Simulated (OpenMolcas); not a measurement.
What dynamic correlation does to the levels of Be

```json
{
 "Program": "OpenMolcas 26.06",
 "Basis": "ANO-RCC-VTZP [4s3p2d1f]",
 "Scalar Hamiltonian": "DKH2, point nucleus",
 "Active space": "2 electrons in 4 orbitals (2s 2p)",
 "State averaging": "2S+1 = 3 even, 3 roots; 2S+1 = 1 even, 6 roots; 2S+1 = 3 odd, 3 roots; 2S+1 = 1 odd, 3 roots",
 "Spin-orbit coupling": "RASSI with atomic mean-field integrals over the reference wave functions, term energies averaged over their components"
}
```

Methods on the same reference wave functions:
A. CASSCF
B. SS-CASPT2, IPEA 0.25 Eh, imaginary shift 0.1 Eh (closed shells correlated: 1s)
C. XMS-CASPT2, IPEA 0.25 Eh, imaginary shift 0.1 Eh (closed shells correlated: 1s)

Energies in cm-1 above 2s2 1S0, the measured ground level; measured values from NIST Handbook of Basic Atomic Spectroscopic Data.

```csv
Level,A,B,C,Measured
2s2 1S0,0.0,0.0,0.0,0.0
2s 2p 3P* 0,21948,22005,22485,21978
2s 2p 3P* 1,21949,22006,22486,21979
2s 2p 3P* 2,21951,22008,22488,21981
2s 2p 1P* 1,49147,45865,45868,42565
2p2 3P0,60491,60256,60637,59694
2p2 3P1,60492,60256,60638,59695
2p2 3P2,60494,60258,60640,59697
2p2 1D2,67976,63021,61353,56882
```

Deviations, from unrounded energies. A percentage is the sum of absolute deviations over the sum of measured energies, with the sign that they share, or ± where signs differ.

| Against measurement | Levels | A | B | C |
| --- | --- | --- | --- | --- |
| mean absolute deviation (cm-1) | 8 | 2500 | 1400 | 1500 |
| other configurations (%) | 8 | ±5.9 | +3.3 | +3.5 |

B lies closest to measurement on these levels and A furthest from it. The largest miss of B in the table is 2p2 1D2, by +6100 cm-1. The ranking rests on the paired levels alone, and a cruder setting can come out closer through cancelling errors.

Between B and C the level of the table that moves most is 2p2 1D2, by 1700 cm-1 (lowest in C, highest in B).

The lowest spin-free term lies below A's lowest term by 0.041 hartree in B, 0.044 hartree in C.

Over all roots computed the reference weight is 0.93 to 0.99 in C; the roots of lowest weight are the least certain, and an intruder state may touch them. Without dynamic correlation excited terms often stand tens of per cent too high (terms of higher spin than the ground term too low), and those without a measured partner can miss by more than the paired ones (holds for A). Measured partners are found by configuration, term and J. A level has none where our copy of the source lacks it or the pairing is in doubt (some pairs that miss far off the trend of their configuration count as doubtful), and it then counts in no deviation. Levels of configurations outside the active space are missing.

* marks odd parity.
